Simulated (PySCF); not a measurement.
# Two-component Hartree-Fock for Dy⁺ (dysprosium, charge +1)

Start: [Xe] 4f10 6s1; 4f5/2 filled at m_j = -5/2, -3/2, -1/2, +1/2, +3/2, +5/2; 4f7/2 filled at m_j = +1/2, +3/2, +5/2, +7/2; 6s1/2 filled at m_j = +1/2. Calculated with PySCF 2.14 in x2c-QZVPPall-2c (16s16p12d6f4g1h, 213 functions): generalised Hartree-Fock with the X2C-1e Hamiltonian and a Gaussian nucleus; one run each with spin-orbit coupling (SO) switched off, then screened by Boettger's factors.

```
spinor shell  electrons  ε, spin-free (eV)  ε, screened SO (eV)  weight of nominal j (screened SO)  rms radius, screened SO (bohr)
       1s1/2          2           -54065.6             -54054.5                              1.000                          0.0240
       2s1/2          2            -9133.0              -9129.5                              1.000                          0.0971
       2p1/2          2            -8100.0              -8665.5                              1.000                          0.0830
       2p3/2          4            -8100.0              -7860.3                              1.000                          0.0896
       3s1/2          2            -2090.0              -2088.9                              1.000                           0.250
       3p1/2          2            -1766.5              -1886.4                              1.000                           0.241
       3p3/2          4            -1766.5              -1714.9                              1.000                           0.255
       3d3/2          4            -1348.9              -1371.1                              0.999                           0.228
       3d5/2          6            -1348.9              -1332.9                              0.999                           0.231
       4s1/2          2            -442.85              -442.50                              1.000                           0.564
       4p1/2          2            -333.83              -361.97                              0.994                           0.579
       4p3/2          4            -333.83              -321.54                              0.997                           0.609
       4d3/2          4            -182.23              -189.76                              0.889                           0.655
       4d5/2          6            -182.23              -176.93                              0.926                           0.664
       5s1/2          2            -65.842              -65.785                              1.000                            1.41
       5p1/2          2            -37.667              -41.578                              0.975                            1.59
       5p3/2          4            -37.667              -35.987                              0.987                            1.70
       4f5/2          6            -20.120              -20.236                              0.717                           0.949
       4f7/2          4            -20.120              -19.796                              0.713                           0.957
       6s1/2          1            -10.848              -10.851                              1.000                            4.17
```

```csv
quantity,spin-free,screened SO
E (hartree),-12148.43176,-12157.43002
M_J,17/2,17/2
⟨J²⟩,80.760,80.761
⟨L²⟩,42.005,42.742
⟨S²⟩,8.756,8.605
```

Each row is a mean over spinors that exchange with the open shell spreads, by up to 14.789 eV (4d5/2).

Rows whose weight is well below 1 are mixtures of j = l ± 1/2: exchange outweighs spin-orbit coupling there, and the label is only the starting occupation.

Breit and QED terms are absent; they matter most for the inner s and p1/2 levels.

Densities and radii are taken from the X2C orbitals without a picture-change correction, which distorts them close to the nucleus.

Without spin-orbit coupling the j labels of p, d and f shells carry no meaning; the spin-free column gives the mean over the occupied spinors of each nl shell.
